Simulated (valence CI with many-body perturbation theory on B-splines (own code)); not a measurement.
The numbers below are computed, except where a source is named.
Ladder of approximations for Ba LI

Level of theory: valence CI with perturbative core correlation (CI+MBPT): four valence electrons over a frozen Dirac-Fock core [He], a basis of 11 s, 11 p, 9 d, 7 f, 5 g, 2 h, 1 i functions for each j, with the one-electron correlation potential Σ1, the two-electron term Σ2, the three-electron term Σ3, Breit, model QED; selected CI, second order for the rest (own B-spline code, finite nucleus).

The last digits are not significant, and no measured levels were compared; by estimate large intervals hold to a few tenths of a per cent, small ones and those within an open d or f shell to about a per cent. Among the levels kept, up to 290 cm⁻¹ of a level comes from second order outside the variational space, and about a tenth of that is noise between levels of different J, which matters for small intervals.

Each rung adds one term. CI alone is the Dirac-Coulomb CI over the frozen core; QED comes last and gives the full result, which names the levels. Energies are above (2s^2 2p1/2^2) J=0 on the same rung, in eV.

Levels are named by their leading jj configuration (3d3/2^4 stands for four electrons in 3d with j = 3/2), which in mixed levels can hold well under half, so a name can repeat and another be missing. Letters in brackets count levels of one name in rising energy.

```
                     Level  CI alone    + Σ1    + Σ2    + Σ3  + Breit    Full
    (2s^2 2p1/2 2p3/2) J=1     399.0   399.1   399.0   399.0    392.0   392.8
    (2s^2 2p1/2 2p3/2) J=2     418.5   418.6   418.6   418.5    408.1   408.9
    (2s 2p1/2^2 2p3/2) J=2     597.8   597.6   597.5   597.4    595.0   588.9
    (2s 2p1/2^2 2p3/2) J=1     660.0   659.9   659.5   659.4    658.3   652.2
        (2s^2 2p3/2^2) J=2     829.0   829.2   829.1   829.1    813.6   815.0
        (2s^2 2p3/2^2) J=0     867.9   868.1   868.2   868.1    856.2   857.6
(2s 2p1/2 2p3/2^2) J=2 [a]     977.9   977.9   977.7   977.7    969.4   964.1
    (2s 2p1/2 2p3/2^2) J=3    1019.3  1019.2  1019.1  1019.0   1005.6  1000.3
    (2s 2p1/2 2p3/2^2) J=0    1050.9  1050.9  1050.7  1050.7   1045.0  1039.6
(2s 2p1/2 2p3/2^2) J=1 [a]    1069.0  1069.0  1068.6  1068.5   1060.6  1055.3
(2s 2p1/2 2p3/2^2) J=2 [b]    1082.6  1082.5  1082.2  1082.1   1070.9  1065.5
(2s 2p1/2 2p3/2^2) J=1 [b]    1082.1  1082.1  1081.8  1081.7   1074.2  1068.9
     (2p1/2^2 2p3/2^2) J=2    1291.7  1291.4  1290.8  1290.7   1287.8  1275.8
     (2p1/2^2 2p3/2^2) J=0    1334.0  1333.7  1333.1  1333.0   1333.9  1321.9
          (2s 2p3/2^3) J=2    1452.2  1452.3  1452.1  1452.0   1436.8  1432.2
          (2s 2p3/2^3) J=1    1511.5  1511.5  1511.2  1511.1   1496.7  1492.1
       (2p1/2 2p3/2^3) J=1    1698.4  1698.2  1697.6  1697.5   1689.9  1678.5
       (2p1/2 2p3/2^3) J=2    1718.4  1718.2  1717.7  1717.5   1706.6  1695.2
             (2p3/2^4) J=0    2146.1  2146.1  2145.6  2145.4   2131.9  2121.2
       (2s^2 2p1/2 3s) J=0    5482.7  5483.1  5483.1  5483.0   5470.2  5472.3
       (2s^2 2p1/2 3s) J=1    5486.1  5486.5  5486.5  5486.4   5473.0  5475.2
    (2s^2 2p1/2 3p1/2) J=1    5542.8  5543.1  5543.1  5543.0   5531.5  5531.7
    (2s^2 2p1/2 3p1/2) J=0    5573.0  5573.3  5573.3  5573.2   5562.8  5562.9
       (2s 2p1/2^2 3s) J=1    5651.5  5651.7  5651.6  5651.5   5643.4  5640.4
    (2s^2 2p1/2 3p3/2) J=2    5677.7  5678.1  5678.0  5677.9   5664.2  5664.6
    (2s^2 2p1/2 3p3/2) J=1    5684.9  5685.2  5685.1  5685.0   5674.4  5673.1
       (2s 2p1/2^2 3s) J=0    5685.2  5685.3  5685.2  5685.1   5679.8  5675.0
    (2s 2p1/2^2 3p1/2) J=1    5722.1  5722.2  5722.1  5721.9   5716.1  5710.5
    (2s^2 2p1/2 3d3/2) J=2    5726.0  5726.4  5726.4  5726.3   5712.4  5712.5
    (2s 2p1/2^2 3p1/2) J=0    5723.1  5723.2  5723.1  5723.0   5719.8  5713.2
    (2s^2 2p1/2 3d3/2) J=1    5749.4  5749.8  5749.7  5749.6   5737.1  5736.1
```

Question: How does the ionisation energy move along the ladder, and which term matters most?

Answer: CI alone 9754.4, + Σ1 9754.8, + Σ2 9754.8, + Σ3 9754.7, + Breit 9739.5, + QED 9739.8 eV. The largest step is Breit, -15.2 eV. NIST lists 9739 ± 4 eV (theoretical).
